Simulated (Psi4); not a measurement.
CH5BO2S (SMILES CSB(O)O), singlet, at a GFN2-xTB geometry. Base run: CCSD(T)/def2-SVP run with Psi4.

Here is a job for Psi4.
```
memory 2 GB

molecule mol {
0 1
B     0.193386    0.185469    0.774849
O     0.040275   -0.232353    2.051227
H     0.440845    0.281331    2.752971
O     0.878421    1.291430    0.388431
H     1.289592    1.824396    1.069084
S    -0.581739   -0.818249   -0.515339
C    -0.110044    0.119772   -2.012278
H    -0.514910    1.123784   -1.949566
H    -0.535014   -0.410917   -2.856398
H     0.971091    0.154807   -2.088504
}

set {
  basis def2-svp
  reference rhf
  freeze_core true
}

energy('ccsd(t)')
print_variables()
```

Each row names what was changed in the base input (with any setting that the change needs).

```tsv
change	ΔE vs base (kcal/mol)	MP2 correlation (Eh)	basis functions	core-seconds (rough)
base	0.000	-0.72605	99	100
method = dlpno-mp2	39.20	-0.72566	99	8
method = fno-ccsd(t)	0.000	-0.72605	99	70
method = qcisd(t)	-0.402	-0.72605	99	70
method = mp4	-0.014	-0.72605	99	60
method = mp2	39.12	-0.72578	99	5
method = ccsd	12.61	-0.72605	99	60
method = mp3	18.41	-0.72578	99	7
```
